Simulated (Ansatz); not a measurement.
Kohn–Sham single points on C2H7ClGe (`C[CH](Cl)[GeH3]`).

```yaml
crystal:
  periodic: [false, false, false]
  atoms:
    - {symbol: C, position_ang: [-0.626631, 1.284722, 0.158221]}
    - {symbol: C, position_ang: [0.516441, 0.387190, -0.256728]}
    - {symbol: Cl, position_ang: [1.978826, 0.749227, 0.722400]}
    - {symbol: Ge, position_ang: [0.121747, -1.537153, -0.061542]}
    - {symbol: H, position_ang: [-1.499369, 1.089302, -0.471854]}
    - {symbol: H, position_ang: [-0.357216, 2.338115, 0.052188]}
    - {symbol: H, position_ang: [-0.910022, 1.110233, 1.198197]}
    - {symbol: H, position_ang: [0.807004, 0.586185, -1.289185]}
    - {symbol: H, position_ang: [1.336069, -2.361370, -0.507398]}
    - {symbol: H, position_ang: [-1.097197, -1.888506, -0.936660]}
    - {symbol: H, position_ang: [-0.204353, -1.814744, 1.412862]}
basis:
  gaussian: {orbitals: def2-TZVPP}
hamiltonian: {xc: {name: B3LYP}, dispersion: d4}
output: {forces: true, orbitals: {seedname: orbitals}}
```

```sh
$ ansatz run in.yaml --threads 4 --pin off --events-out ev --progress --plain --max-ram 10444MiB
```

It prints (some lines left out):

```
Functional definition: B3LYP
1475 factors; their error is unknown
mean field evaluation 1: about -71224.2459 eV, gradient 6.0e1 eV
mean field evaluation 2: about -71215.1793 eV, gradient 8.3e1 eV
mean field evaluation 4: about -71231.8117 eV, gradient 5.1e0 eV
mean field evaluation 8: about -71231.8665 eV, gradient 3.8e-2 eV
mean field evaluation 16: about -71232.0907 eV, gradient 5.0e-4 eV
mean field -71232.09071692 eV, -2617.7310510015 hartree, gradient 1.6e-5 eV, S^2 0.000000; 0 other end points of the search recorded, 0 dependent functions left out
reference -71232.09100671 eV, -2617.7310616512 hartree; 34, 34 occupied and 216, 216 virtual orbitals, 1475 factors
Total energy: -71232.48273410 eV, -2617.7454573671 hartree
Atom 0 at    -0.626631     1.284722     0.158221 Å, force    -0.174242     0.132891     0.039930 eV/Å
Atom 1 at     0.516441     0.387190    -0.256728 Å, force    -0.107698    -0.002363    -0.323200 eV/Å
Atom 2 at     1.978826     0.749227     0.722400 Å, force     0.364251     0.104613     0.223369 eV/Å
Atom 3 at     0.121747    -1.537153    -0.061542 Å, force    -0.047527    -0.194049    -0.002447 eV/Å
Atom 4 at    -1.499369     1.089302    -0.471854 Å, force     0.033501     0.019813     0.034228 eV/Å
Atom 5 at    -0.357216     2.338115     0.052188 Å, force    -0.027711    -0.048382     0.008586 eV/Å
Atom 6 at    -0.910022     1.110233     1.198197 Å, force     0.006928     0.018269    -0.054956 eV/Å
Atom 7 at     0.807004     0.586185    -1.289185 Å, force    -0.038589    -0.018025     0.076841 eV/Å
Atom 8 at     1.336069    -2.361370    -0.507398 Å, force    -0.001506    -0.004511     0.000796 eV/Å
Atom 9 at    -1.097197    -1.888506    -0.936660 Å, force    -0.006109    -0.004117    -0.002766 eV/Å
Atom 10 at    -0.204353    -1.814744     1.412862 Å, force    -0.001298    -0.004138    -0.000381 eV/Å
Dipole moment:    -0.309271     0.015289    -0.203582 e Å
```

It took 4.5 s on 4 threads of an Arm Neoverse V2 on a shared host, with 0.78 GiB of host memory at the peak.

With the line `hamiltonian: {xc: r2scan, dispersion: d4}` (abridged; 4.5 s):

```
Functional definition: r2SCAN
mean field evaluation 16: about -71227.7556 eV, gradient 4.9e-4 eV
mean field -71227.75564997 eV, -2617.5717402297 hartree, gradient 8.3e-5 eV, S^2 0.000000
Total energy: -71227.81386686 eV, -2617.5738796607 hartree
Atom 0 force    -0.098296     0.071620     0.043939 eV/Å
Atom 1 force    -0.142093    -0.086743    -0.193408 eV/Å
Atom 2 force     0.234354     0.055356     0.159260 eV/Å
Atom 3 force    -0.019810    -0.098611     0.012051 eV/Å
Atom 4 force     0.012459    -0.004113     0.003484 eV/Å
Atom 5 force    -0.002778    -0.013018     0.001039 eV/Å
Atom 6 force     0.007856     0.000099    -0.016656 eV/Å
Atom 7 force    -0.001801    -0.002535    -0.000189 eV/Å
Atom 8 force    -0.058664     0.042061     0.023592 eV/Å
Atom 9 force     0.051365     0.017906     0.037511 eV/Å
Atom 10 force     0.017408     0.017978    -0.070623 eV/Å
Dipole moment:    -0.319233     0.019350    -0.205694 e Å
```

B3LYP takes the VWN-RPA correlation (the form of Gaussian; ORCA's B3LYP/G).
